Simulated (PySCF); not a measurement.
Compound: CH₁₀NSi₃ (doublet state).
Atom-mapped SMILES: `[NH2:1][SiH2:2][SiH2:3][CH:4][SiH3:5]` (hydrogens: H6, H7 on N1; H8, H9 on Si2; H10, H11 on Si3; H12 on C4; H13, H14, H15 on Si5)

Theory: PySCF, PBE0-D3(BJ)/def2-SVP geometry optimisation, gas phase.

(1) List the bond lengths, angles and torsions at this level.

Results:

(1) 
| bond | length (Å) |
| --- | --- |
| N1–Si2 | 1.738 |
| Si2–Si3 | 2.357 |
| Si3–C4 | 1.850 |
| C4–Si5 | 1.855 |
| N1–H6, N1–H7 | 1.014 |
| Si2–H8 | 1.507 |
| Si2–H9 | 1.496 |
| Si3–H10, Si3–H11 | 1.499 |
| C4–H12 | 1.099 |
| Si5–H13, Si5–H14, Si5–H15 | 1.497 |

Bonds in one row agree within 0.01 Å and their mean is given. A selection of angles:
| angle | degrees |
| --- | --- |
| Si2–N1–H6 | 118.8 |
| H6–N1–H7 | 110.3 |
| N1–Si2–Si3 | 107.4 |
| N1–Si2–H8 | 116.3 |
| N1–Si2–H9 | 107.3 |
| Si3–Si2–H8 | 108.8 |
| H8–Si2–H9 | 106.7 |
| Si2–Si3–C4 | 108.6 |
| Si2–Si3–H10 | 108.1 |
| Si2–Si3–H11 | 109.3 |
| C4–Si3–H10 | 111.3 |
| H10–Si3–H11 | 108.6 |
| Si3–C4–Si5 | 125.8 |
| Si3–C4–H12 | 116.8 |
| Si5–C4–H12 | 116.9 |
| C4–Si5–H13 | 110.9 |
| C4–Si5–H15 | 110.3 |
| H13–Si5–H14 | 107.4 |
| H13–Si5–H15 | 108.6 |

Torsions: N1–Si2–Si3–C4 -63° (synclinal); Si2–Si3–C4–Si5 -89° (synclinal). The mirror-image conformer, all signs reversed, is as good.

Si5 (silicon bonded to C and 3 H) is tetrahedral (angles from 107.4° to 110.9°). C4 (carbon bonded to 2 Si and H) is planar (angles 125.8°, 116.9° and 116.8°, sum 359.5°, 0.06 Å off the plane of its three neighbours). N1 (nitrogen bonded to Si and 2 H) is pyramidal (angles 118.9°, 118.8° and 110.3°, sum 348.0°, 0.24 Å off the plane of its three neighbours). Si3 (silicon bonded to C, Si and 2 H) is tetrahedral (angles from 108.1° to 111.3°). Si2 (silicon bonded to N, Si and 2 H) is distorted tetrahedral (angles from 106.7° to 116.3°).

Point group: C1 (no symmetry element, even within 0.4 Å). PBE0-D3(BJ)/def2-SVP frequencies: not computed here. ⟨S²⟩ = 0.755 (exact for a doublet: 0.75). Torsions: H–N1–Si2–Si3 164° and -57°, N1–Si2–Si3–C4 -63°, Si2–Si3–C4–Si5 -89°.
